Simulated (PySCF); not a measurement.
Constitutional and geometric isomers with formula C3H8Si. All species are isolated molecules in the gas phase. One relaxed conformer stands for each flexible species; it need not be the lowest. Strings in code marks are SMILES.

Quantity: electronic energy of isomers of C3H8Si relative to `C/C=C/[SiH3]`, in kJ/mol.

A: `C/C=[SiH]\C`
B: `C[C@@H]1C[SiH2]1`
C: `C=C(C)[SiH3]`
D: `C1C[SiH2]C1`
E: `[SiH3]C1CC1`
F: `C=[Si](C)C`

### Question
Rank these by electronic energy of isomers of C3H8Si relative to `C/C=C/[SiH3]` (lowest first), as PBE-D3(BJ)/def2-TZVP // PBE0-D3(BJ)/def2-TZVP (PySCF) gives it.

### Answer
D (-17.33 kJ/mol), F (-7.00 kJ/mol), C (5.99 kJ/mol), E (25.73 kJ/mol), B (35.20 kJ/mol), A (37.40 kJ/mol)
